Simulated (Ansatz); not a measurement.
Two structures of BH$_{2}$SBrF$_{2}$, singlet, reached by relaxing down either side of one saddle point (PBE0-D4/def2-TZVP). Energies are electronic, without zero-point energy. Ansatz 0.2.0; basis: def2-TZVPP and def2-QZVPP; cores frozen in the correlated methods. Filled d shells of the heavier atoms are correlated. The def2 sets are not built for correlating such inner shells, so the correlated values are less sure here. Extrapolation: Hartree–Fock as exp(−7.88 √X), correlation as X^−2.97. First:

```xyz
7
angstrom
B -0.7972 -0.6809 -0.7744
Br 0.5142 -0.2434 -2.1057
F -1.8671 0.0674 -0.6470
F -0.7284 -1.8323 -0.1496
H 1.6905 0.1915 1.2768
S 0.4727 0.6868 1.5458
H 0.7153 1.8108 0.8541
```

Second:

| atom | x (Å) | y (Å) | z (Å) |
| --- | --- | --- | --- |
| B1 | -1.1393 | -0.4030 | 0.3446 |
| Br2 | 2.4265 | -0.0576 | -1.9702 |
| F3 | -2.0032 | 0.3901 | -0.2506 |
| F4 | -1.3046 | -1.7040 | 0.2611 |
| H5 | 1.7605 | 0.0100 | -0.7043 |
| S6 | 0.2697 | 0.2370 | 1.2834 |
| H7 | -0.0095 | 1.5273 | 1.0360 |

Which bonds change from the first to the second?

BBrF₂ ([F][B]([F])[Br]) + H₂S → BHSF₂ ([F][B]([F])[SH]) + HBr; bonds formed: B1–S6, Br2–H5; bonds broken: B1–Br2, H5–S6.

Give the saddle point's structure and its height above each. (Judge from chemistry; the value comes from the calculation.)

The calculation gives: 1.012 eV above the first and 0.910 eV above the second (CCSD(T) at an estimated basis limit (MP2 extrapolated from triple and quadruple zeta, plus CCSD(T) − MP2 in triple zeta)).
B1  (-0.648, -0.420, -0.132)
Br2  (1.179, -0.277, -1.643)
F3  (-1.580, 0.391, -0.605)
F4  (-0.885, -1.716, -0.013)
H5  (1.350, 0.149, -0.002)
S6  (0.428, 0.294, 1.341)
H7  (0.157, 1.579, 1.053)
(Å)

The T1 diagnostic stays at or below 0.012.

Labels in which every atom is bracketed show which atoms are joined, not bond orders.

For scale, one of the runs: CCSD(T)/def2-TZVPP, 211 basis functions, launched by `ansatz run in.yaml --threads 4 --pin off --events-out ev --progress --plain --max-ram 9574MiB`. Time: 2.1 min of wall clock on 4 CPU threads of an Arm Neoverse V2; the host was shared. Peak host memory: 3.1 GiB.
